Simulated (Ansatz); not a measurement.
The cluster Sn5S5 was relaxed with PBE0-D4 (def2-SVP) in Ansatz in these states: charge -1 doublet, neutral singlet. The geometries follow in no particular order.

In the def2 sets Sn takes a core potential; there is no spin–orbit coupling.

A:

```xyz
10

Sn   -1.767   -0.464    1.788
Sn    1.605   -1.596    1.748
Sn    0.738   -1.435   -1.856
Sn    1.801    1.674    0.005
Sn   -2.262    1.872   -1.844
S    -0.494   -2.200    0.278
S     2.800   -0.718   -0.401
S    -3.116    0.958    0.189
S     0.164    1.125   -1.974
S     0.530    0.784    2.067
```

B:

```
atom   x (Å)   y (Å)   z (Å)
 Sn1   1.924   1.694   0.248
 Sn2  -1.386   1.853   1.580
 Sn3  -1.607  -0.297  -1.643
 Sn4  -0.661  -1.722   1.797
 Sn5   1.340  -1.267  -2.511
  S6  -0.432   1.906  -0.854
  S7  -2.663  -0.282   1.000
  S8   2.998  -0.022  -1.182
  S9  -0.229  -2.294  -0.678
 S10   0.716   0.431   2.243
```

Question: Judge from the bond lengths which geometry belongs to which state (an estimate).

Answer: A is the neutral singlet (Sn3–S7 2.624 Å, Sn5–S9 2.541 Å, Sn5–S8 2.387 Å); B is the charge -1 doublet (Sn3–S7 2.846 Å, Sn5–S9 2.623 Å, Sn5–S8 2.462 Å).

These are the stationary points nearest to one start from a short search; other shapes may lie lower in each state.
